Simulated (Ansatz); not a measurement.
Reactions of CH$_{4}$FGeN, SMILES `[F][GeH]1[CH2][NH]1`.

Isolated molecules relaxed with PBE0-D4/def2-TZVP in Ansatz; ΔE leaves out vibrations. CCSD(T)/CBS adds triple-zeta CCSD(T) − MP2 to the extrapolated MP2 energy (def2 sets, frozen cores). This one scheme is used for every species, atoms too. DFT in def2-TZVPP. B3LYP here is the variant with VWN-RPA as its local correlation; programs differ in this. No spin–orbit coupling; open shells (•) take unrestricted orbitals. Spin–orbit coupling would lower the free atoms: a little for C, F; clearly for Ge. Bonds to Ge are less sure, by a few kJ/mol each and by 10 to 20 or more in all where they break to atoms, as the def2 sets lack core-valence functions. Scalar relativity is left out up to krypton. One conformer a species, not always the lowest.

| reaction | ωB97M-V (eV) | B3LYP-D4 (eV) | MP2/CBS(def2) (eV) | CCSD(T)/CBS(def2) (eV) |
| --- | --- | --- | --- | --- |
| `[F][GeH]1[CH2][NH]1` + H₂ → `[CH2]1[NH][GeH2]1` + H–F | 0.32 | 0.33 | 0.24 | 0.22 |
| `[F][GeH]1[CH2][NH]1` → `N=[C](F)[GeH3]` | 0.26 | 0.17 | 0.57 | 0.40 |
| `[F][GeH]1[CH2][NH]1` + H₂S → `[SH][GeH]1[CH2][NH]1` + H–F | 0.07 | 0.06 | -0.11 | -0.04 |
| `[F][GeH]1[CH2][NH]1` → C• + F• + Ge• + 4 H• + N• | 27.91 | 27.81 | 28.63 | 28.04 |
| `[F][GeH]1[CH2][NH]1` + SiH₄ → `[SiH3][GeH]1[CH2][NH]1` + H–F | 0.29 | 0.24 | 0.08 | 0.12 |

Largest T1 diagnostic: 0.013, for `N=[C](F)[GeH3]`.
